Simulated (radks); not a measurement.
Br+, configuration [Ar] 3d10 4p6 (not the ground configuration).

Calculated with a radial shooting solver on a logarithmic mesh with Libxc functionals: scalar-relativistic Kohn-Sham, BLYP, spin-polarised, spherical densities, finite nucleus; Fermi nuclear charge, rms radius 4.1629 fm.

Energy parts (hartree):
part                       energy
total                 -2605.40883
kinetic                2661.84926
electron-nucleus      -6265.38354
Hartree                1090.20736
exchange-correlation    -92.08192

Orbitals (lengths in bohr, moments of r in powers of bohr; <r^-3> diverges for s and p1/2; r(max) is where P^2 peaks):
[
 {"orbital": "1s", "occ.": "2", "eigenvalue (hartree)": "-490.0699", "<r^-3>": "-", "r(max)": "0.02791", "<r>": "0.04275", "<1/r>": "35.66"},
 {"orbital": "2s", "occ.": "2", "eigenvalue (hartree)": "-64.22684", "<r^-3>": "-", "r(max)": "0.1592", "<r>": "0.1896", "<1/r>": "7.896"},
 {"orbital": "2p", "occ.": "6", "eigenvalue (hartree)": "-56.72037", "<r^-3>": "1357", "r(max)": "0.1274", "<r>": "0.1654", "<1/r>": "7.730"},
 {"orbital": "3s", "occ.": "2", "eigenvalue (hartree)": "-9.26196", "<r^-3>": "-", "r(max)": "0.4840", "<r>": "0.5514", "<1/r>": "2.594"},
 {"orbital": "3p", "occ.": "6", "eigenvalue (hartree)": "-6.89235", "<r^-3>": "197.2", "r(max)": "0.4809", "<r>": "0.5639", "<1/r>": "2.442"},
 {"orbital": "3d", "occ.": "10", "eigenvalue (hartree)": "-2.97035", "<r^-3>": "23.36", "r(max)": "0.4303", "<r>": "0.5887", "<1/r>": "2.156"},
 {"orbital": "4p", "occ.": "6", "eigenvalue (hartree)": "-0.68311", "<r^-3>": "17.72", "r(max)": "1.596", "<r>": "1.920", "<1/r>": "0.6866"}
]

The highest occupied level is 4p at -18.588 eV. The electron density at the nucleus is 4.493e+04 e/bohr^3 (large components only). The density falls to 0.001 e/bohr^3 at r = 3.90 bohr. Summed over all electrons, <r^2> = 33.12 bohr^2, which gives a Langevin (diamagnetic) susceptibility term of -26.2 x 10^-6 cm^3/mol.
